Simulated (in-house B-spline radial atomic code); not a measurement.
Radial electron density of the rhodium ion Rh³⁹⁺, [He] 2s2 2p2. Level of theory: scalar-relativistic (X2C) BP86, spin-polarised, spherical fractional occupations, Fermi nucleus of rms radius 4.4945 fm; calculated with a radial B-spline atomic code at the basis-set limit.

One-electron X2C: radii and densities carry no picture-change correction, so inner-shell <1/r> comes out high (for 1s by about 2 % at Z = 33, 5 % at 54, 10 % at 75, 30 % at 118) and <r> low.

Columns: r (bohr), 4πr²n(r) (electrons per bohr), bar.

```
0.000933    1.328 #
 0.00108    1.691 #
 0.00125    2.149 ##
 0.00145    2.734 ##
 0.00169    3.497 ###
 0.00196    4.424 ####
 0.00227    5.566 ####
 0.00263    6.978 ######
 0.00305    8.721 #######
 0.00354    10.85 #########
 0.00411    13.42 ###########
 0.00476    16.42 #############
 0.00552    19.94 ################
  0.0064    23.97 ###################
 0.00743    28.51 #######################
 0.00861    33.37 ###########################
 0.00999    38.47 ###############################
  0.0116    43.54 ###################################
  0.0134    48.02 #######################################
  0.0156    51.86 ##########################################
  0.0181    54.24 ############################################
   0.021    54.83 ############################################
  0.0243    53.36 ###########################################
  0.0282    49.78 ########################################
  0.0327    44.51 ####################################
  0.0379     38.4 ###############################
   0.044    32.52 ##########################
   0.051    28.23 #######################
  0.0592    26.34 #####################
  0.0686    27.03 ######################
  0.0796    29.45 ########################
  0.0923    31.92 ##########################
   0.107    32.57 ##########################
   0.124     30.2 ########################
   0.144    24.72 ####################
   0.167    17.56 ##############
   0.194    10.52 ########
   0.225    5.257 ####
    0.26    2.174 ##
   0.302   0.6817 #
    0.35   0.1642 
   0.406  0.02834 
   0.471 0.003352
```

On this grid the curve has 2 maxima, near 0.021, 0.107 bohr.

The 2s up radial function P(r) = rR(r), positive near the nucleus:

```tsv
r (bohr)	P
0.000444	0.1469
0.000598	0.1889
0.000804	0.2419
0.00108	0.3087
0.00145	0.3923
0.00196	0.4985
0.00263	0.6251
0.00354	0.7775
0.00476	0.9523
0.0064	1.142
0.00861	1.331
0.0116	1.484
0.0156	1.546
0.021	1.439
0.0282	1.075
0.0379	0.385
0.051	-0.6203
0.0686	-1.753
0.0923	-2.641
0.124	-2.864
0.167	-2.283
0.225	-1.272
0.302	-0.4596
0.406	-0.09292
```
